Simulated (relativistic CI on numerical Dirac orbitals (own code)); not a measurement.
**Pm³⁺: 4f valence photoemission**

Computed with this model: Dirac-Coulomb-Breit CI, separate exchange-only KLI orbitals for each configuration, QED by a radiative potential, valence Slater integrals scaled by 0.8, multiplet model of photoemission in the sudden approximation; configurations [Xe] 4f4 → [Xe] 4f3; 300 K; Lorentzian 0.1 eV and Gaussian 0.3 eV FWHM. Energies are those of the free ion, without screening or charge transfer. The energies are binding energies and can lie tens of eV above those of solids. S is read from ⟨S²⟩ = S(S + 1).

free ion: ground-state S = 1.98, centroid 39.59 eV. Peaks (eV, height): 38.7 (100), 40.5 (21), 41.3 (37).

Strongest unbroadened transitions for free ion:

| Energy (eV) | Relative strength |
| --- | --- |
| 38.69 | 100.0 |
| 38.99 | 23.6 |
| 39.30 | 1.3 |
| 39.61 | 0.0 |
| 40.42 | 0.2 |
| 40.43 | 18.2 |
| 40.59 | 6.1 |
| 40.72 | 0.3 |
| 40.93 | 0.0 |
| 41.17 | 2.8 |
| 41.30 | 34.0 |
| 41.54 | 8.5 |
| 41.59 | 0.6 |
| 41.75 | 0.1 |
| 41.80 | 0.5 |
| 41.96 | 0.0 |
| 42.10 | 0.0 |
| 42.52 | 0.0 |
